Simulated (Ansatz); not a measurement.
System: LaF, charge 0, multiplicity 1. 
Structure (B3LYP-D3(BJ)/def2-TZVP (Ansatz, a first-principles code) minimum search):
```xyz
2

La     0.0000     0.0000    -0.2850
F      0.0000     0.0000     1.8047
```

Quantity: atomisation energy (electronic, to ground-state atoms), in kcal/mol. Correlated levels leave the core frozen unless marked. UHF or UKS for open shells. No spin-orbit coupling. Frozen are the shells of the preceding noble gas and the d and f shells that filled before the atom's block. In def2 rows, elements after Kr have scalar-relativistic effective core potentials. 

| level | program | atomisation energy (kcal/mol) |
|---|---|---|
| SVWN5/def2-TZVPD | Ansatz | 175.7 |
| PBE-D4/def2-TZVPD | Ansatz + dftd4 | 153.7 |
| BLYP-D3(BJ)/def2-TZVPD | Ansatz + dftd3 | 153.5 |
| revPBE-D4/def2-TZVPD | Ansatz + dftd4 | 147.0 |
| B97M-V/def2-TZVPD | Ansatz | 148.5 |
| B3LYP/def2-TZVPD | Ansatz | 148.0 |
| wB97X-V/def2-TZVPD | Ansatz | 153.2 |
| wB97X/def2-TZVPD | Ansatz | 153.9 |
| B2GP-PLYP/def2-TZVPD | Ansatz | 150.5 |
| RI-MP2/def2-TZVPP | Ansatz | 159.0 |
| CCSD/def2-QZVPP | Ansatz | 149.7 |
| CCSD/def2-QZVPPD | Ansatz | 149.8 |
| CCSD(T)/def2-QZVPP | Ansatz | 152.9 |
| CCSD(T)/def2-QZVPPD | Ansatz | 153.0 |

The Hartree-Fock reference is unstable (checked in the largest basis), which strains HF and MP2.
